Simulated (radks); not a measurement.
The numbers below are computed, except where a source is named.
Species: Ho57+. Configuration: [Ne].

Level of theory: scalar-relativistic Kohn-Sham, PBEsol, spin-polarised, spherical densities, finite nucleus; Fermi nuclear charge, rms radius 5.2022 fm (a radial shooting solver on a logarithmic mesh with Libxc functionals).

Energy parts (eV):
part                      energy
total                 -241682.97
kinetic                267255.88
electron-nucleus      -525140.01
Hartree                 19379.29
exchange-correlation    -3178.12

Orbitals (lengths in bohr, moments of r in powers of bohr; <r^-3> diverges for s and p1/2; r(max) is where P^2 peaks; r(90%) holds 90 % of the orbital's charge):
orbital	occ.	eigenvalue (eV)	<r^-3>	<1/r>	r(max)	r(90%)
1s	2	-60111.76	-	76.06	0.01311	0.0376
2s	2	-13638.64	-	18.00	0.07399	0.134
2p	6	-12629.21	14060	16.65	0.05991	0.124
3s	0	-5670.685	-	7.447	0.1966	0.299
3p	0	-5370.751	3955	7.038	0.1900	0.296

The highest occupied level is 2p at -12629.2 eV. Summed over all electrons, <r^2> = 0.06148 bohr^2, which gives a Langevin (diamagnetic) susceptibility term of -0.0487 x 10^-6 cm^3/mol. For comparison, the ionisation energy in NIST's Atomic Spectra Database is 12495 eV (theoretical). In exact Kohn-Sham theory the highest level is minus the ionisation energy, but local and semilocal functionals leave it too shallow, through self-interaction and a potential that decays too fast; potentials with the right tail come closer. The density falls to 0.001 e/bohr^3 at r = 0.35 bohr.
